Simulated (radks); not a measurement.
The nuclear charge of the helium ion He+ is varied continuously with 1 electrons held in 1s1. Method: Dirac Kohn-Sham, PBE, spin-unpolarised, spherical densities, finite nucleus; Gaussian nuclear charge, rms radius 1.6755 fm; computed with a radial shooting solver on a logarithmic mesh with Libxc functionals. By the Hellmann-Feynman theorem dE/dZ = E(electron-nucleus)/Z, the electronic potential at the nucleus (averaged over a nucleus of fixed radius).

| Z | E (hartree) | E(electron-nucleus)/Z (hartree) | HOMO | e(HOMO) (eV) | <r> HOMO (bohr) |
|---|---|---|---|---|---|
| 1 | -0.45893 | -0.944652 | 1s1/2 | -6.493 | 1.636 |
| 1.5 | -1.05578 | -1.44304 | 1s1/2 | -19.425 | 1.061 |
| 2 | -1.90215 | -1.94250 | 1s1/2 | -39.130 | 0.7841 |
| 2.5 | -2.99836 | -2.44239 | 1s1/2 | -65.626 | 0.6218 |
| 3 | -4.34457 | -2.94251 | 1s1/2 | -98.921 | 0.5151 |

The central difference of E at Z = 2 is -1.943 hartree, to compare with the third column; the second derivative is -0.999 hartree.
